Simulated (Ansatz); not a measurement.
**Nudged elastic band run: C4H11BS**

Input file:

```yaml
crystal:
  periodic: [false, false, false]
  atoms:
    - { symbol: C, position_ang: [1.959419, -2.717177, -0.969573] }
    - { symbol: B, position_ang: [1.099541, -1.399315, -1.121471] }
    - { symbol: S, position_ang: [0.585968, -0.51498, 0.293826] }
    - { symbol: C, position_ang: [-0.360865, 0.895954, -0.445934] }
    - { symbol: C, position_ang: [-0.773107, 1.93464, 0.643353] }
    - { symbol: C, position_ang: [-1.758524, 1.35502, 1.698435] }
    - { symbol: H, position_ang: [1.445189, -3.566088, -1.450316] }
    - { symbol: H, position_ang: [2.921074, -2.608294, -1.498572] }
    - { symbol: H, position_ang: [2.179081, -3.002934, 0.069058] }
    - { symbol: H, position_ang: [0.80952, -1.019378, -2.191369] }
    - { symbol: H, position_ang: [-1.264592, 0.507999, -0.947555] }
    - { symbol: H, position_ang: [0.26073, 1.392427, -1.21057] }
    - { symbol: H, position_ang: [-1.24547, 2.795412, 0.136842] }
    - { symbol: H, position_ang: [0.132248, 2.310715, 1.151709] }
    - { symbol: H, position_ang: [-2.015346, 2.122326, 2.444531] }
    - { symbol: H, position_ang: [-2.687962, 1.014737, 1.216168] }
    - { symbol: H, position_ang: [-1.306104, 0.498537, 2.221737] }
basis:
  gaussian: { orbitals: STO-3G }
hamiltonian:
  xc: b3lyp
neb:
  order_check: false
  images: 1
  f_tol: 0.05
  max_iterations: 60
  initial_path: idpp
  climbing: false
  final_atoms:
    - { symbol: C, position_ang: [1.33560349, -2.04521987, -1.56066702] }
    - { symbol: B, position_ang: [1.64364207, -1.68855186, -0.05291669] }
    - { symbol: S, position_ang: [1.01186966, -0.36071994, 0.88800916] }
    - { symbol: C, position_ang: [-0.10172341, 0.54961727, -0.2778333] }
    - { symbol: C, position_ang: [-0.77180803, 1.76833532, 0.43164107] }
    - { symbol: C, position_ang: [-1.72688039, 1.35291404, 1.58749671] }
    - { symbol: H, position_ang: [2.27677321, -2.10038089, -2.13282469] }
    - { symbol: H, position_ang: [0.88883465, -3.05227745, -1.62051198] }
    - { symbol: H, position_ang: [0.66494364, -1.35217658, -2.08630784] }
    - { symbol: H, position_ang: [2.3805296, -2.37963481, 0.54214552] }
    - { symbol: H, position_ang: [-0.88331102, -0.13057826, -0.65799657] }
    - { symbol: H, position_ang: [0.48290641, 0.90943211, -1.14228425] }
    - { symbol: H, position_ang: [-1.34068241, 2.3372004, -0.32545415] }
    - { symbol: H, position_ang: [0.01225809, 2.43971918, 0.82434209] }
    - { symbol: H, position_ang: [-2.17379988, 2.24414048, 2.05390669] }
    - { symbol: H, position_ang: [-2.53996357, 0.71436985, 1.20898553] }
    - { symbol: H, position_ang: [-1.17839211, 0.793412, 2.3605687] }
```

Command:

```bash
$ ansatz run input.yaml --threads 1 --pin off --max-ram 2048MiB --backend cpu --events-out ev --progress --plain --runs-dir out
```

Output, in part (warnings, iteration lines, the closing report on the highest movable image, with atoms numbered from 0):

```
NEB end point (image 0): max|allowed force component| = 9.015e-3 eV/Å (the criterion of neb.relax_end_points is 1.000e-2)
NEB end point (image 2): max|allowed force component| = 8.960e-3 eV/Å (the criterion of neb.relax_end_points is 1.000e-2)
NEB iter   1: max|band force component| = 2.386e0 eV/Å  barrier→ = 1.4273 eV  barrier← = 1.4061 eV  Δτ_max = 0.1386 Å  (66 SCF iters)
NEB iter   2: max|band force component| = 8.629e-1 eV/Å  barrier→ = 1.2539 eV  barrier← = 1.2328 eV  Δτ_max = 0.1961 Å  (26 SCF iters)
NEB iter   3: max|band force component| = 4.725e-1 eV/Å  barrier→ = 1.1899 eV  barrier← = 1.1688 eV  Δτ_max = 0.1968 Å  (25 SCF iters)
NEB iter   4: max|band force component| = 1.064e0 eV/Å  barrier→ = 1.0990 eV  barrier← = 1.0778 eV  Δτ_max = 0.1005 Å  (25 SCF iters)
NEB iter   5: max|band force component| = 1.092e0 eV/Å  barrier→ = 1.0222 eV  barrier← = 1.0011 eV  Δτ_max = 0.1013 Å  (26 SCF iters)
NEB iter   6: max|band force component| = 8.914e-1 eV/Å  barrier→ = 0.9251 eV  barrier← = 0.9040 eV  Δτ_max = 0.1009 Å  (24 SCF iters)
NEB iter   7: max|band force component| = 6.807e-1 eV/Å  barrier→ = 0.8318 eV  barrier← = 0.8107 eV  Δτ_max = 0.2000 Å  (24 SCF iters)
NEB iter   8: max|band force component| = 4.412e-1 eV/Å  barrier→ = 0.6369 eV  barrier← = 0.6158 eV  Δτ_max = 0.2000 Å  (25 SCF iters)
NEB iter   9: max|band force component| = 6.884e-1 eV/Å  barrier→ = 0.4523 eV  barrier← = 0.4312 eV  Δτ_max = 0.1002 Å  (25 SCF iters)
NEB iter  10: max|band force component| = 6.672e-1 eV/Å  barrier→ = 0.3394 eV  barrier← = 0.3183 eV  Δτ_max = 0.1001 Å  (24 SCF iters)
NEB iter  11: max|band force component| = 3.425e-1 eV/Å  barrier→ = 0.2286 eV  barrier← = 0.2074 eV  Δτ_max = 0.1997 Å  (24 SCF iters)
NEB iter  12: max|band force component| = 4.278e-1 eV/Å  barrier→ = 0.1130 eV  barrier← = 0.0918 eV  Δτ_max = 0.1004 Å  (24 SCF iters)
NEB iter  13: max|band force component| = 2.622e-1 eV/Å  barrier→ = 0.0820 eV  barrier← = 0.0609 eV  Δτ_max = 0.1005 Å  (24 SCF iters)
NEB iter  14: max|band force component| = 2.517e-1 eV/Å  barrier→ = 0.0700 eV  barrier← = 0.0489 eV  Δτ_max = 0.1006 Å  (23 SCF iters)
NEB iter  15: max|band force component| = 2.207e-1 eV/Å  barrier→ = 0.0583 eV  barrier← = 0.0372 eV  Δτ_max = 0.1006 Å  (24 SCF iters)
NEB iter  16: max|band force component| = 1.348e-1 eV/Å  barrier→ = 0.0472 eV  barrier← = 0.0261 eV  Δτ_max = 0.0995 Å  (24 SCF iters)
NEB iter  17: max|band force component| = 5.975e-2 eV/Å  barrier→ = 0.0366 eV  barrier← = 0.0155 eV  Δτ_max = 0.1977 Å  (24 SCF iters)
NEB iter  18: max|band force component| = 7.721e-2 eV/Å  barrier→ = 0.0251 eV  barrier← = 0.0039 eV  Δτ_max = 0.0994 Å  (23 SCF iters)
NEB iter  19: max|band force component| = 4.446e-2 eV/Å  barrier→ = 0.0211 eV  barrier← = 0.0000 eV  Δτ_max = 0.0000 Å  (47 SCF iters)
Total energy: -15661.56641131 eV, -575.5519498245 hartree
Atom 0 at     0.903168    -1.662980    -2.195262 Å, force    -0.005471    -0.001658    -0.003773 eV/Å
Atom 1 at     1.416673    -1.746660    -0.703712 Å, force    -0.004258     0.001367    -0.001097 eV/Å
Atom 2 at     1.054334    -0.667437     0.619769 Å, force     0.000153     0.000045    -0.000584 eV/Å
Atom 3 at    -0.066709     0.610747    -0.113375 Å, force    -0.000538     0.007145    -0.004959 eV/Å
Atom 4 at    -0.505430     1.649843     0.966182 Å, force     0.001536    -0.008745     0.004784 eV/Å
Atom 5 at    -1.368481     1.025246     2.100096 Å, force    -0.005731     0.008939    -0.002307 eV/Å
Atom 6 at     1.761848    -1.644037    -2.887012 Å, force    -0.006546    -0.000111     0.004367 eV/Å
Atom 7 at     0.336906    -2.576360    -2.445131 Å, force     0.006898     0.008960     0.000519 eV/Å
Atom 8 at     0.264700    -0.800964    -2.431223 Å, force     0.006731    -0.008446     0.003217 eV/Å
Atom 9 at     2.128438    -2.630837    -0.409907 Å, force     0.001850     0.000416    -0.001278 eV/Å
Atom 10 at    -0.960406     0.124708    -0.541325 Å, force     0.005059     0.003189     0.003224 eV/Å
Atom 11 at     0.456605     1.136064    -0.931128 Å, force    -0.003952    -0.004223     0.004088 eV/Å
Atom 12 at    -1.083810     2.445372     0.463162 Å, force    -0.000042    -0.000808     0.000003 eV/Å
Atom 13 at     0.391067     2.123882     1.403573 Å, force    -0.004959    -0.003254    -0.002770 eV/Å
Atom 14 at    -1.652600     1.795368     2.833410 Å, force     0.002599    -0.006621    -0.004671 eV/Å
Atom 15 at    -2.288163     0.581445     1.688588 Å, force     0.006024     0.004610     0.002162 eV/Å
Atom 16 at    -0.807339     0.236201     2.623593 Å, force     0.000645    -0.000807    -0.000926 eV/Å
Dipole moment:    -0.194410     0.265376    -0.010018 e Å
```

The run converged. The highest image is an end point: on this band no image between the ends rises above it. So few images can step over the top or miss a turn of the path. Limits of this set-up: minimal basis.

Final band (atoms are numbered from 1 in the order of the input):

```csv
image,path coordinate (Å),energy (eV),dihedral C1–B2–S3–C4 (°)
0,0.00,0.000,-180
1,5.23,0.021,0
2,10.46,0.021,0
```

Run time: 98 s on 1 thread of AMD EPYC 7R43 64-Core Processor (Zen 3), on a shared host, peak memory 0.13 GiB.
